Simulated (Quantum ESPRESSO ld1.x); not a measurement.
Task: Species: Kr18+. Configuration: [He] 2s2 2p4 3s2 3p6 3d2 (not the ground configuration). All-electron calculation, scalar-relativistic Kohn-Sham, LDA (Slater exchange, VWN5 correlation), spin-polarised, spherical densities, point nucleus; open shells are filled with parallel spins first. Program: ld1.x of Quantum ESPRESSO 7.5. Some entries of the table are withheld. Estimate them.

| orbital | occ. | eigenvalue (hartree) | <r^2> (bohr^2) |
|---|---|---|---|
| 1s up | 1 | -552.938 | 0.002320 |
| 1s down | 1 | -552.410 | 0.002317 |
| 2s up | 1 | -97.8982 | 0.03783 |
| 2s down | 1 | -96.9872 | 0.03799 |
| 2p up | 3 | -90.8876 | 0.02937 |
| 2p down | 1 | -89.8732 | 0.02954 |
| 3s up | 1 | (1) | 0.2430 |
| 3s down | 1 | (2) | 0.2456 |
| 3p up | 3 | -29.1868 | 0.2347 |
| 3p down | 3 | -28.8713 | 0.2379 |
| 3d up | 2 | -25.6140 | 0.1912 |
| 3d down | 0 | -25.2226 | 0.1957 |

Result: 
(1) 3s up eigenvalue (hartree): -31.5723
(2) 3s down eigenvalue (hartree): -31.2797
